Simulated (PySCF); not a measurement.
First SCF of a structure search on singlet Ag₂H₂, at a hand-made butterfly geometry. PySCF input:

```python
from pyscf import gto, scf, dft
mol = gto.M(atom='''
Ag     1.280000     0.000000     0.000000
Ag    -1.280000     0.000000     0.000000
H      0.000000     0.880000     0.960000
H      0.000000    -0.880000     0.960000''',
    basis={'Ag': 'def2-TZVP', 'H': 'def2-TZVP'},
    ecp={'Ag': 'def2-TZVP'},
    charge=0, spin=0)
mf = dft.RKS(mol, xc='PBE0')
mf.grids.atom_grid = (50, 194)
aux = {'Ag': 'def2-universal-JKFIT', 'H': 'def2-universal-JKFIT'}
mf = mf.density_fit(auxbasis=aux)
mf.conv_tol = 1e-08
mf.diis_space = 10
mf.max_cycle = 60
mf.init_guess = 'minao'
mf.verbose = 4
mf.kernel()
```

Excerpt of the output (cycles and frontier levels):

```
init E= -273.055987567068
  HOMO = -1.01531784920951  LUMO = -0.964145415813809  gap/eV = 1.39247
cycle= 1 E= -292.325400919646  delta_E= -19.3  |g|= 4.28  |ddm|= 7.01
  HOMO = 0.204598996227933  LUMO = 0.207288815172776  gap/eV = 0.07319
cycle= 2 E= -256.860556316821  delta_E= 35.5  |g|= 10.3  |ddm|=  204
  HOMO = -0.448177052310029  LUMO = -0.39363020596405  gap/eV = 1.48430
cycle= 3 E= -294.692889017338  delta_E= -37.8  |g|= 1.18  |ddm|=  204
  HOMO = -0.114625677092255  LUMO = -0.0743232226184043  gap/eV = 1.09669
cycle= 4 E= -295.021903107527  delta_E= -0.329  |g|= 0.336  |ddm|= 1.73
  HOMO = -0.140928095911835  LUMO = -0.0918589521427751  gap/eV = 1.33524
cycle= 5 E= -295.039604354564  delta_E= -0.0177  |g|= 0.109  |ddm|= 0.286
  HOMO = -0.147295604031189  LUMO = -0.0968223199149736  gap/eV = 1.37345
cycle= 6 E= -295.041233279847  delta_E= -0.00163  |g|= 0.0312  |ddm|= 0.0666
  HOMO = -0.149650332094517  LUMO = -0.0994799636749861  gap/eV = 1.36521
cycle= 7 E= -295.041379940433  delta_E= -0.000147  |g|= 0.00755  |ddm|= 0.0231
  HOMO = -0.150969798893229  LUMO = -0.0999953300039946  gap/eV = 1.38709
cycle= 8 E= -295.041391463816  delta_E= -1.15e-05  |g|= 0.00163  |ddm|= 0.00742
  HOMO = -0.150920227635085  LUMO = -0.100024850220064  gap/eV = 1.38493
cycle= 9 E= -295.041392000947  delta_E= -5.37e-07  |g|= 0.000183  |ddm|= 0.0016
  HOMO = -0.15088830867577  LUMO = -0.100011175602781  gap/eV = 1.38444
cycle= 10 E= -295.041392008566  delta_E= -7.62e-09  |g|= 2.56e-05  |ddm|= 0.000226
  HOMO = -0.150893037866066  LUMO = -0.100011042778278  gap/eV = 1.38457
Extra cycle  E= -295.041392008664  delta_E= -9.85e-11  |g|= 3.06e-05  |ddm|= 6.21e-05
converged SCF energy = -295.041392008664
```

No lower solution of this spin was found from smeared starts or by a stability analysis within the restricted form, which does not test spin polarisation.

Stability towards spin polarisation was not tested.

The search for the lowest solution, 3 starts and the stability check together, took of the order of 16 core-seconds on a shared host.
